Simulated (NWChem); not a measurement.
System: CH$_{4}$Si, singlet; SMILES [SiH]C

Here is an NWChem input.

```
start job
memory heap 200 mb stack 900 mb global 1100 mb
geometry units angstroms
  Si     0.129348    -0.770554    -0.000383
  H     -1.415338    -0.939975     0.001536
  C      0.045925     1.142821    -0.001145
  H      1.037051     1.637167    -0.006866
  H     -0.526549     1.493741     0.888335
  H     -0.539798     1.497155    -0.880316
end
basis spherical
  Si library 3-21g
  H library 3-21g
  C library 3-21g
end
dft
  xc b3lyp
  iterations 150
end
driver
  maxiter 120
end
task dft optimize
task dft freq
```

Parts of the log:

```
             Northwest Computational Chemistry Package (NWChem) 7.3.0
             --------------------------------------------------------

 C1  symmetry detected

                             Geometry "geometry" -> ""
                             -------------------------

 Output coordinates in angstroms (scale by  1.889725989 to convert to a.u.)

  No.       Tag          Charge          X              Y              Z
 ---- ---------------- ---------- -------------- -------------- --------------
    1 Si                  14.0000     0.09289548    -0.76168706    -0.00014273
    2 H                    1.0000    -1.45382769    -0.91138472    -0.00000908
    3 C                    6.0000     0.03389410     1.15259679    -0.00031368
    4 H                    1.0000     1.03125287     1.63425771    -0.00475123
    5 H                    1.0000    -0.53505248     1.51048760     0.88865199
    6 H                    1.0000    -0.54627409     1.51467758    -0.88001137

 Effective nuclear repulsion energy (a.u.)      47.9666247703

                                Z-matrix (autoz)
                                --------

 Units are Angstrom for bonds and degrees for angles

      Type          Name      I     J     K     L     M      Value
      ----------- --------  ----- ----- ----- ----- ----- ----------
    1 Stretch                  1     2                       1.55395
    2 Stretch                  1     3                       1.91519
    3 Stretch                  3     4                       1.10758
    4 Stretch                  3     5                       1.11447
    5 Stretch                  3     6                       1.11426
    6 Bend                     1     3     4               114.01202
    7 Bend                     1     3     5               109.67194
    8 Bend                     1     3     6               109.93232
    9 Bend                     2     1     3                93.76269
   10 Bend                     4     3     5               108.85942
   11 Bend                     4     3     6               108.92824
   12 Bend                     5     3     6               105.04529
   13 Torsion                  2     1     3     4        -179.75558
   14 Torsion                  2     1     3     5          57.89619
   15 Torsion                  2     1     3     6         -57.12030

                           NWChem Geometry Optimization
                           ----------------------------

[...]

      ----------------------
      Optimization converged
      ----------------------

  Step       Energy      Delta E   Gmax     Grms     Xrms     Xmax
  ---- ---------------- -------- -------- -------- -------- --------
@    3    -328.21019500 -1.4D-06  0.00006  0.00003  0.00057  0.00141
                                     ok       ok       ok       ok

                                Z-matrix (autoz)
                                --------

 Units are Angstrom for bonds and degrees for angles

[...]

 Rotational Constants
 --------------------
 A=   3.049805 cm-1  (  4.387891 K)
 B=   0.393215 cm-1  (  0.565736 K)
 C=   0.372319 cm-1  (  0.535671 K)

 Temperature                      =   298.15K
 frequency scaling parameter      =   1.0000

 Zero-Point correction to Energy  =   26.595 kcal/mol  (  0.042382 au)
 Thermal correction to Energy     =   29.030 kcal/mol  (  0.046262 au)
 Thermal correction to Enthalpy   =   29.622 kcal/mol  (  0.047205 au)

 Total Entropy                    =   61.614 cal/mol-K
   - Translational                =   37.255 cal/mol-K (mol. weight =  44.0082)
   - Rotational                   =   20.809 cal/mol-K (symmetry #  =        1)
   - Vibrational                  =    3.550 cal/mol-K

 Cv (constant volume heat capacity) =   11.286 cal/mol-K
   - Translational                  =    2.979 cal/mol-K
   - Rotational                     =    2.979 cal/mol-K
   - Vibrational                    =    5.327 cal/mol-K

[normal modes left out]

 ----------------------------------------------------------------------------
 Normal Eigenvalue ||           Projected Infra Red Intensities
  Mode   [cm**-1]  || [atomic units] [(debye/angs)**2] [(KM/mol)] [arbitrary]
 ------ ---------- || -------------- ----------------- ---------- -----------
    1       -0.000 ||    0.001915           0.044         1.866       0.608
    2       -0.000 ||    0.000938           0.022         0.914       0.298
    3       -0.000 ||    0.000672           0.016         0.655       0.213
    4        0.000 ||    0.000461           0.011         0.450       0.146
    5        0.000 ||    0.000002           0.000         0.002       0.001
    6        0.000 ||    0.000047           0.001         0.046       0.015
    7      183.240 ||    0.000264           0.006         0.257       0.084
    8      633.595 ||    0.019915           0.459        19.414       6.325
    9      657.865 ||    0.002079           0.048         2.027       0.660
   10      665.793 ||    0.037700           0.870        36.751      11.973
   11      972.217 ||    0.086369           1.993        84.197      27.429
   12     1337.813 ||    0.028439           0.656        27.724       9.032
   13     1511.544 ||    0.011460           0.264        11.172       3.639
   14     1522.767 ||    0.017499           0.404        17.059       5.557
   15     1909.937 ||    0.329932           7.612       321.634     104.781
   16     3011.417 ||    0.002580           0.060         2.515       0.819
   17     3065.180 ||    0.013617           0.314        13.274       4.324
   18     3141.245 ||    0.012892           0.297        12.568       4.094
 ----------------------------------------------------------------------------
```

Level: B3LYP/3-21G. Low-valent species are run as closed-shell singlets; no triplet was tried in these runs.
